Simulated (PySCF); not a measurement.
These 2 structures share the formula C8H18AlN. The calculation used PBE0-D3(BJ)/def2-SVP geometry optimisation, gas phase (PySCF 2.14.0). One conformer each; no zero-point energy, no entropy. No frequencies were run at this level. Point groups hold within 0.08 Å.

Question: Rank from lowest to highest electronic energy at this level (kcal/mol).
A. `[CH2:1]=[CH:2][CH2:3][C@@H:4]1[CH2:5][CH2:6][AlH2-:7][N+:8]1([CH3:9])[CH3:10]` with C1–C2–C3–C4 122°, C2–C3–C4–C5 -71°, C3–C4–C5–C6 -179°, C4–C5–C6–Al7 26°, C5–C6–Al7–N8 0°, C6–Al7–N8–C9 94°
B. `[CH3:1][N+:2]1([CH3:3])[AlH2-:4][CH2:5][CH2:6][C@@H:7]1[CH:8]1[CH2:9][CH2:10]1` with C6–C7–C8–C9 150°, C1–N2–Al4–C5 -91°, N2–Al4–C5–C6 -3°, Al4–C5–C6–C7 -24°, C5–C6–C7–C8 179°

Answer: B (0.0), A (0.9).

As drawn, the lower has a three-membered ring, which the higher lacks. Neighbours under 2.5 kcal/mol apart (C[N+]1(C)[AlH2-][CH2]C[C@@H]1C1CC1 and C=CC[C@@H]1C[CH2][AlH2-][N+]1(C)C) can change places with a better method, another conformer or zero-point energy.

| SMILES | E (Eh) | E rel (kcal/mol) | dipole (D) | point group | A, B, C (MHz) |
| --- | --- | --- | --- | --- | --- |
| C[N+]1(C)[AlH2-][CH2]C[C@@H]1C1CC1 | -611.97149 | 0.0 | 4.90 | C1 | 1748, 864.2, 705.9 |
| C=CC[C@@H]1C[CH2][AlH2-][N+]1(C)C | -611.96998 | 0.9 | 4.60 | C1 | 1765, 745.6, 618.3 |

Q: How do the relative energies change in single points at HF/pcSseg-1 (no added dispersion term) on the same geometries?

A: 
```tsv
SMILES	PBE0-D3(BJ)/def2-SVP (kcal/mol)	HF/pcSseg-1 (kcal/mol)	shift
C[N+]1(C)[AlH2-][CH2]C[C@@H]1C1CC1	0.0	6.5	+6.5
C=CC[C@@H]1C[CH2][AlH2-][N+]1(C)C	0.9	0.0	-0.9
```

Each column counts from its own lowest isomer. C=CC[C@@H]1C[CH2][AlH2-][N+]1(C)C becomes the lowest; the largest shift is 6.5 kcal/mol.
